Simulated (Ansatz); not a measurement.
```yaml
atoms:
  - { symbol: Be, position_ang: [-0.0215, -0.0362, -0.9193] }
  - { symbol: O, position_ang: [-0.0345, 0.0010, 0.4823] }
```

Basis set: aug-cc-pVDZ (spherical functions). Frozen core: 1 orbital. Charge 0, multiplicity 1.

Computed with Ansatz (development build ahead of 0.2.0); each method stands on the lowest determinant of its kind that the runs found. Restricted open shells among the atoms or ions are ROHF, correlated in semicanonical orbitals with singles.

The atomization energy at this shape (free ground-state atoms in the same class of orbitals less the molecule, no zero-point energy) of singlet BeO:

```tsv
method	atomization energy
RHF-MP2	4.74 eV
```

(1) What does RHF give?

Answers

(1) 1.33 eV. Caution: in another basis set an unrestricted determinant lies well below.
